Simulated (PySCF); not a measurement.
Rh²⁷⁺ (rhodium, charge +27): Hartree-Fock from Schrödinger to Dirac-Coulomb

Occupied: 1s1/2, 2s1/2, 2p1/2, 2p3/2, 3s1/2, 3p1/2, 3p3/2. Hartree-Fock calculated with PySCF 2.14 in an even-tempered Gaussian basis (21 s from 1.7 bohr⁻², ratio 2.3; 16 p from 2.1 bohr⁻², ratio 2.3), Gaussian nucleus throughout. NR is non-relativistic, sf-X2C the spin-free one-electron X2C Hamiltonian, X2C adds the bare one-electron spin-orbit term, X2C-SNSO screens it by Boettger's factors, DC is four-component Dirac-Coulomb, and the Gaunt term is added at first order (total energies over the DC spinors, levels after relaxing the spinors in that mean field). QED terms are absent. Levels marked empty are virtual spinors of this ion; the basis has s and p functions only, so 3d, which can lie below the n = 4 levels, is absent.

| Hamiltonian | E (hartree) | E − E(DC) (hartree) | CPU seconds |
| --- | --- | --- | --- |
| NR | -4197.1984 | 96.8339 | 0.57 |
| sf-X2C | -4292.2379 | 1.7944 | 0.4 |
| X2C | -4293.0606 | 0.9717 | 0.52 |
| X2C-SNSO | -4292.9873 | 1.0450 | 0.54 |
| DC | -4294.0323 | 0.0000 | 19 |
| DC+Gaunt | -4290.8007 | 3.2316 | 35 |

Give the 2p spin-orbit interval with each Hamiltonian that has one.

X2C 155.8; X2C-SNSO 148.6; DC 147.6; DC+Gaunt 145.4 (eV).

```json
{"level (eV)": "1s1/2", "NR": "-23955.2", "sf-X2C": "-24606.1", "X2C": "-24604.7", "X2C-SNSO": "-24604.8", "DC": "-24622.8", "DC+Gaunt": "-24573.8"}
{"level (eV)": "2s1/2", "NR": "-4538.3", "sf-X2C": "-4703.5", "X2C": "-4703.0", "X2C-SNSO": "-4703.1", "DC": "-4705.1", "DC+Gaunt": "-4700.5"}
{"level (eV)": "2p1/2", "NR": "-4296.8", "sf-X2C": "-4342.7", "X2C": "-4449.3", "X2C-SNSO": "-4444.2", "DC": "-4444.8", "DC+Gaunt": "-4437.1"}
{"level (eV)": "2p3/2", "NR": "-4296.8", "sf-X2C": "-4342.7", "X2C": "-4293.5", "X2C-SNSO": "-4295.6", "DC": "-4297.2", "DC+Gaunt": "-4291.7"}
{"level (eV)": "3s1/2", "NR": "-1638.3", "sf-X2C": "-1682.3", "X2C": "-1682.2", "X2C-SNSO": "-1682.2", "DC": "-1682.6", "DC+Gaunt": "-1681.6"}
{"level (eV)": "3p1/2", "NR": "-1540.8", "sf-X2C": "-1556.5", "X2C": "-1580.4", "X2C-SNSO": "-1579.3", "DC": "-1579.4", "DC+Gaunt": "-1577.7"}
{"level (eV)": "3p3/2", "NR": "-1540.8", "sf-X2C": "-1556.5", "X2C": "-1545.4", "X2C-SNSO": "-1545.8", "DC": "-1546.2", "DC+Gaunt": "-1545.0"}
{"level (eV)": "4s1/2 (empty)", "NR": "-783.94", "sf-X2C": "-799.71", "X2C": "-799.69", "X2C-SNSO": "-799.69", "DC": "-799.83", "DC+Gaunt": "-799.48"}
{"level (eV)": "4p1/2 (empty)", "NR": "-748.85", "sf-X2C": "-755.19", "X2C": "-763.11", "X2C-SNSO": "-762.74", "DC": "-762.78", "DC+Gaunt": "-762.20"}
{"level (eV)": "4p3/2 (empty)", "NR": "-748.85", "sf-X2C": "-755.19", "X2C": "-751.50", "X2C-SNSO": "-751.67", "DC": "-751.76", "DC+Gaunt": "-751.36"}
```

Weight of the small component: 1s1/2 0.0271, 2s1/2 0.00576, 2p1/2 0.00572, 2p3/2 0.00552, 3s1/2 0.00196, 3p1/2 0.00190, 3p3/2 0.00185, 4s1/2 0.000866, 4p1/2 0.000842, 4p3/2 0.000825.

Koopmans' value for the highest occupied level at DC+Gaunt: 1545.0 eV, against an ionisation energy of 1544 ± 5 eV (semi-empirical (NIST evaluation); NIST Atomic Spectra Database, ionization energies); the former lacks relaxation, correlation, QED and recoil.

The whole ladder took 60 s of wall time on 1 thread of Intel(R) Xeon(R) Platinum 8488C (shared host), launched as `OMP_NUM_THREADS=1 python relrun2.py TASK.json OUT` (a driver that calls PySCF for each Hamiltonian).
